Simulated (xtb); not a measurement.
Br3Hf, doublet, at a GFN2-xTB geometry (such geometries of metal compounds can be far from the true shape) (the multiplicity is a formal guess); xtb with GFN2-xTB.

xtb was given this input:
```
$ xtb mol.xyz --gfn 2 --chrg 0 --uhf 1 --json

# file mol.xyz
4

Hf    -0.01125873     0.01088523     0.02408226
Br    -1.91584770    -1.50559707    -0.23864416
Br    -0.04527289     2.21354387    -1.04518892
Br     1.98428140    -0.73033928     1.23429245
```

Q: Write the output that xtb gives for this input, abridged.

A: 
```
   ID    Z sym.   atoms
    1   72 Hf     1
    2   35 Br     2-4

           -------------------------------------------------
          |                Calculation Setup                |
           -------------------------------------------------

           -------------------------------------------------
          |                 G F N 2 - x T B                 |
           -------------------------------------------------

          ...................................................
          :                      SETUP                      :
          :.................................................:
          :  # basis functions                  40          :
          :  # atomic orbitals                  36          :
          :  # shells                           12          :
          :  # electrons                        25          :
          :  max. iterations                   250          :
          :  Hamiltonian                  GFN2-xTB          :
          :  restarted?                      false          :
          :  GBSA solvation                  false          :
          :  PC potential                    false          :
          :  electronic temp.          300.0000000     K    :
          :  accuracy                    1.0000000          :
          :  -> integral cutoff          0.2500000E+02      :
          :  -> integral neglect         0.1000000E-07      :
          :  -> SCF convergence          0.1000000E-05 Eh   :
          :  -> wf. convergence          0.1000000E-03 e    :
          :  Broyden damping             0.4000000          :
          :  net charge                          0          :
          :  unpaired electrons                  1          :
          ...................................................

 iter      E             dE          RMSdq      gap      omega  full diag
   1      6.0897666  0.608977E+01  0.566E+01    0.03       0.0  T
   2     -7.7306921 -0.138205E+02  0.492E+01    0.32       1.0  T
   3    -10.3239829 -0.259329E+01  0.245E+01    0.00       1.0  T
   4    -13.2026050 -0.287862E+01  0.164E+01    0.19       1.0  T
   5    -13.2657515 -0.631465E-01  0.149E+01    0.19       1.0  T
   6    -13.7555445 -0.489793E+00  0.835E+00    0.20       1.0  T
   7    -13.6945601  0.609844E-01  0.840E+00    0.20       1.0  T
   8    -13.6886263  0.593383E-02  0.701E+00    0.18       1.0  T
   9    -13.5254223  0.163204E+00  0.887E+00    0.18       1.0  T
  10    -13.8402258 -0.314803E+00  0.311E+00    0.18       1.0  T
  11    -13.8796393 -0.394135E-01  0.326E+00    0.22       1.0  T
  12    -13.8741068  0.553250E-02  0.348E+00    0.22       1.0  T
  13    -13.8776567 -0.354996E-02  0.302E+00    0.23       1.0  T
  14    -13.8935120 -0.158553E-01  0.113E+00    0.22       1.0  T
  15    -13.8964395 -0.292750E-02  0.538E-01    0.22       1.0  T
  16    -13.8973061 -0.866567E-03  0.251E-01    0.22       1.0  T
  17    -13.8975704 -0.264292E-03  0.741E-02    0.22       1.0  T
  18    -13.8975967 -0.263204E-04  0.824E-03    0.22       6.1  T
  19    -13.8975957  0.102244E-05  0.131E-02    0.22       3.8  T
  20    -13.8975966 -0.951202E-06  0.808E-03    0.22       6.2  T
  21    -13.8975968 -0.159648E-06  0.351E-03    0.22      14.2  T
  22    -13.8975968 -0.255561E-07  0.649E-04    0.22      77.0  T
  23    -13.8975968 -0.200974E-08  0.209E-04    0.22     239.8  T

   *** convergence criteria satisfied after 23 iterations ***

         :::::::::::::::::::::::::::::::::::::::::::::::::::::
         ::                     SUMMARY                     ::
         :::::::::::::::::::::::::::::::::::::::::::::::::::::
         :: total energy             -13.873211371647 Eh    ::
         :: gradient norm              0.000043976041 Eh/a0 ::
         :: HOMO-LUMO gap              0.218843523848 eV    ::
         ::.................................................::
         :: SCC energy               -13.897594278451 Eh    ::
         :: -> isotropic ES            0.012260032928 Eh    ::
         :: -> anisotropic ES          0.007216042735 Eh    ::
         :: -> anisotropic XC         -0.014492174072 Eh    ::
         :: -> dispersion             -0.004838139810 Eh    ::
         :: repulsion energy           0.024382906804 Eh    ::
         :: add. restraining           0.000000000000 Eh    ::
         :: total charge               0.000000000000 e     ::
         :::::::::::::::::::::::::::::::::::::::::::::::::::::

           -------------------------------------------------
          |                Property Printout                |
           -------------------------------------------------

    * Orbital Energies and Occupations

         #    Occupation            Energy/Eh            Energy/eV
      -------------------------------------------------------------
         1        2.0000           -0.8884427             -24.1758
         2        2.0000           -0.8884427             -24.1758
         3        2.0000           -0.8692149             -23.6525
         4        2.0000           -0.5794240             -15.7669
         5        2.0000           -0.4890017             -13.3064
         6        2.0000           -0.4677351             -12.7277
         7        2.0000           -0.4677351             -12.7277
         8        2.0000           -0.4488864             -12.2148
         9        2.0000           -0.4488864             -12.2148
        10        2.0000           -0.4480468             -12.1920
        11        2.0000           -0.4480468             -12.1920
        12        2.0000           -0.4460890             -12.1387
        13        0.9798           -0.3449415              -9.3863 (HOMO)
        14        0.0101           -0.3368991              -9.1675 (LUMO)
        15        0.0101           -0.3368991              -9.1675
        16        0.0000           -0.3275399              -8.9128
        17        0.0000           -0.3275399              -8.9128
        18                         -0.1365197              -3.7149
        19                         -0.1131031              -3.0777
        20                          0.0149759               0.4075
        21                          0.0149759               0.4075
        22                          0.0181625               0.4942
        23                          0.0219471               0.5972
        24                          0.0219471               0.5972
       ...                                ...                  ...
        36                          1.3585410              36.9678
      -------------------------------------------------------------
                  HL-Gap            0.0080424 Eh            0.2188 eV
             Fermi-level           -0.3683849 Eh          -10.0243 eV

     #   Z          covCN         q      C6AA      α(0)
     1  72 Hf       2.264     0.678   629.575    68.698
     2  35 Br       0.755    -0.226   190.732    22.265
     3  35 Br       0.755    -0.226   190.732    22.265
     4  35 Br       0.755    -0.226   190.732    22.265

 Mol. C6AA /au·bohr⁶  :       4291.595301
 Mol. C8AA /au·bohr⁸  :     455651.593710
 Mol. α(0) /au        :        135.493349

Wiberg/Mayer (AO) data.
largest (>0.10) Wiberg bond orders for each atom

 ---------------------------------------------------------------------------
     #   Z sym  total        # sym  WBO       # sym  WBO       # sym  WBO
 ---------------------------------------------------------------------------
     1  72 Hf   3.165 --     2 Br   1.055     4 Br   1.055     3 Br   1.055
     2  35 Br   1.279 --     1 Hf   1.055     4 Br   0.112     3 Br   0.112
     3  35 Br   1.279 --     1 Hf   1.055     2 Br   0.112     4 Br   0.112
     4  35 Br   1.279 --     1 Hf   1.055     2 Br   0.112     3 Br   0.112
 ---------------------------------------------------------------------------

Topologies differ in total number of bonds
Writing topology from bond orders to xtbtopo.mol

molecular dipole:
                 x           y           z       tot (Debye)
 q only:       -0.024       0.024       0.052
   full:       -0.047       0.045       0.100       0.305
molecular quadrupole (traceless):
                xx          xy          yy          xz          yz          zz
 q only:       -1.957      -1.617      -2.066      -3.577       3.459       4.023
  q+dip:       -4.455      -3.681      -4.703      -8.145       7.874       9.158
   full:       -4.753      -3.927      -5.018      -8.689       8.401       9.771

           -------------------------------------------------
          | TOTAL ENERGY              -13.873211371647 Eh   |
          | GRADIENT NORM               0.000043976041 Eh/α |
          | HOMO-LUMO GAP               0.218843523848 eV   |
           -------------------------------------------------

normal termination of xtb
```
